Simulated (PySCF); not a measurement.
One of the candidates below gave these computed data.

All candidates are C8H8FN.

| technique | computed result |
| --- | --- |
| 1H NMR | chemical shifts (computed TMS as zero) by class: 7.21 (1 H), 5.86 (1 H), 5.66 (1 H), 3.09 (1 H), 1.74 (1 H), 1.24 (3 H) ppm [GIAO PBE0/pcSseg-1] |
| Dipole | 4.23 D [PBE0/pcSseg-1] |
| 13C NMR | chemical shifts (computed TMS as zero) by class: 159.9 (1 C), 121.8 (1 C), 107.7 (1 C), 97.5 (1 C), 88.0 (1 C), 80.2 (1 C), 33.0 (1 C), 17.1 (1 C) ppm [GIAO PBE0/pcSseg-1] |
| Rotational structure | rotational constants A, B, C: 1.930, 0.770, 0.648 GHz [GFN2-xTB] |
| NMR, other nuclei | isotropic shieldings of nuclei other than C and H, by class: -54 (1 N), 392 (1 F) ppm [GIAO PBE0/pcSseg-1] |

Electronic properties: PySCF, gas phase, density fitting. Levels stand in brackets. Geometry: GFN2-xTB, one conformer, isolated molecule. Each NMR value is the plain mean over a class of atoms that symmetry, rotation or inversion makes alike.

Problem. Which candidate is it?
A. `C#C[C@@H](C)[C@@H](F)/C=C/C#N`
B. `C=Nc1ccc(C)cc1F`
C. `N#CCC1=CCC=C[C@@H]1F`
D. `C=C[C@@H]1CC(F)=C[C@@H]1C#N`
E. `C=Nc1cccc(CF)c1`

Solution. A. It is `C#C[C@@H](C)[C@@H](F)/C=C/C#N`. Numbering: `[CH:1]#[C:2][C@@H:3]([CH3:4])[C@@H:5]([F:6])/[CH:7]=[CH:8]/[C:9]#[N:10]`. Its formula, C8H8FN, gives 5 degrees of unsaturation: 0 rings and 5 π bonds in the structure found. 8 carbons fall into 8 classes; from least to most shielded: alkene CH carbon [C7] (159.9 ppm), nitrile carbon [C9] (121.8 ppm), alkene CH carbon [C8] (107.7 ppm), sp3 C–F carbon [C5] (97.5 ppm), alkyne carbon [C2] (88.0 ppm), terminal alkyne carbon [C1] (80.2 ppm), propargylic carbon [C3] (33.0 ppm), methyl carbon [C4] (17.1 ppm). Hydrogen classes from least to most shielded: 1 H on an alkene CH carbon, C7 (7.21 ppm), 1 H on an alkene CH carbon, C8 (5.86 ppm), 1 H on an sp3 C–F carbon, C5 (5.66 ppm), 1 H on a propargylic carbon, C3 (3.09 ppm), 1 H on a terminal alkyne carbon, C1 (1.74 ppm), 3 H on a methyl carbon, C4 (1.24 ppm). The other shieldings belong to: -54 ppm, nitrile nitrogen [N10]; 392 ppm, alkyl fluorine [F6]. The optimised geometry has point group C1 and is an asymmetric top.

The others, at the same levels:
- `N#CCC1=CCC=C[C@@H]1F` fails: its computed 13C shifts are 136.1 (1 C), 136.1 (1 C), 135.8 (1 C), 132.3 (1 C), 121.8 (1 C), 83.7 (1 C), 32.6 (1 C), 22.5 (1 C) ppm, 1H shifts are 6.49 (1 H), 6.36 (1 H), 6.25 (1 H), 5.97 (1 H), 3.61 (1 H), 3.01 (1 H), 2.94 (1 H), 2.82 (1 H) ppm and rotational constant A is 2.170 GHz (against 1.930 GHz).
- `C=Nc1ccc(C)cc1F` fails: its computed 13C shifts are 161.0 (1 C), 159.7 (1 C), 141.9 (1 C), 141.2 (1 C), 132.8 (1 C), 130.0 (1 C), 122.1 (1 C), 23.6 (1 C) ppm, 1H shifts are 7.83 (1 H), 7.79 (1 H), 7.41 (1 H), 7.26 (1 H), 7.26 (1 H), 2.48 (3 H) ppm and rotational constant A is 2.923 GHz (against 1.930 GHz).
- `C=C[C@@H]1CC(F)=C[C@@H]1C#N` fails: its computed 13C shifts are 176.5 (1 C), 148.1 (1 C), 125.3 (1 C), 122.6 (1 C), 107.6 (1 C), 47.6 (1 C), 39.5 (1 C), 37.4 (1 C) ppm, 1H shifts are 6.59 (1 H), 5.54 (1 H), 5.54 (1 H), 5.14 (1 H), 3.34 (1 H), 3.04 (1 H), 2.74 (1 H), 2.55 (1 H) ppm and smallest rotational constant is 0.767 GHz (against 0.648 GHz).
- `C=Nc1cccc(CF)c1` fails: its computed 13C shifts are 157.0 (1 C), 154.6 (1 C), 145.7 (1 C), 135.5 (1 C), 126.1 (1 C), 123.6 (1 C), 119.0 (1 C), 87.2 (1 C) ppm, 1H shifts are 7.75 (1 H), 7.73 (1 H), 7.73 (1 H), 7.45 (1 H), 7.11 (1 H), 6.79 (1 H), 5.97 (2 H) ppm and rotational constant A is 3.349 GHz (against 1.930 GHz).

Each candidate is one conformer, not necessarily the lowest. Dipoles, sizes and rotational constants follow the conformer. The torsions of the flexible species, by atom-mapped SMILES:
- `[CH:1]#[C:2][C@@H:3]([CH3:4])[C@@H:5]([F:6])/[CH:7]=[CH:8]/[C:9]#[N:10]`: C2–C3–C5–F6 169°, C3–C5–C7–C8 -121°
- `[N:1]#[C:2][CH2:3][C:4]1=[CH:5][CH2:6][CH:7]=[CH:8][C@@H:9]1[F:10]`: C2–C3–C4–C5 -105°
- `[CH2:1]=[N:2][c:3]1[cH:4][cH:5][c:6]([CH3:7])[cH:8][c:9]1[F:10]`: C1–N2–C3–C4 136°
- `[CH2:1]=[N:2][c:3]1[cH:4][cH:5][cH:6][c:7]([CH2:8][F:9])[cH:10]1`: C1–N2–C3–C4 -48°, C6–C7–C8–F9 13°

The conformers of `C=C[C@@H]1CC(F)=C[C@@H]1C#N` aren't listed.
